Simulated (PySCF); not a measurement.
A GIAO shielding run with PySCF 2.14 (density fitting, non-relativistic, gas phase) on SMILES C(#C[SiH2]C)[SiH3], C₃H₈Si₂:

```
$ OMP_NUM_THREADS=1 python probes_run.py task.json out

{"job": {"kind": "nmr", "xc": "BLYP", "basis": "pcSseg-1", "pop": false}, "charge": 0, "multiplicity": 1}
C      2.580160     0.605679     0.050464
Si     1.342243    -0.127129     1.251503
C     -0.322994    -0.215652     0.470055
C     -1.422332    -0.271894    -0.067042
Si    -3.071032    -0.352937    -0.865711
H      3.577290     0.661287     0.513697
H      2.278265     1.620765    -0.247912
H      2.651716    -0.014135    -0.855795
H      1.741047    -1.511067     1.647996
H      1.230816     0.708330     2.484709
H     -4.055224    -0.956053     0.079130
H     -3.514893     1.023473    -1.232471
H     -2.987313    -1.189571    -2.098170
```

Hardware: 1 thread of an Arm Neoverse N1, shared host.

Problem. How large is the calculation?

Solution. 54 electrons, 139 basis functions and 767 auxiliary functions.

Problem. How long does it take, and how much memory does it need?

Solution. 25 s of wall time, with 14 SCF cycles; peak memory 0.71 GiB. Times on a shared host scatter by some tens of per cent.

Problem. And these other runs on the same molecule and hardware: GIAO shielding at B3LYP/pcSseg-1; GIAO shielding at B97-D/pcSseg-1; GIAO shielding at BP86/pcSseg-1; GIAO shielding at HF/pcSseg-1; GIAO shielding at KT2/pcSseg-1; GIAO shielding at KT3/pcSseg-1?

Solution. B3LYP/pcSseg-1: 139 functions, 19 s; B97-D/pcSseg-1: 139 functions, 25 s; BP86/pcSseg-1: 139 functions, 24 s; HF/pcSseg-1: 139 functions, 10 s; KT2/pcSseg-1: 139 functions, 25 s; KT3/pcSseg-1: 139 functions, 25 s.
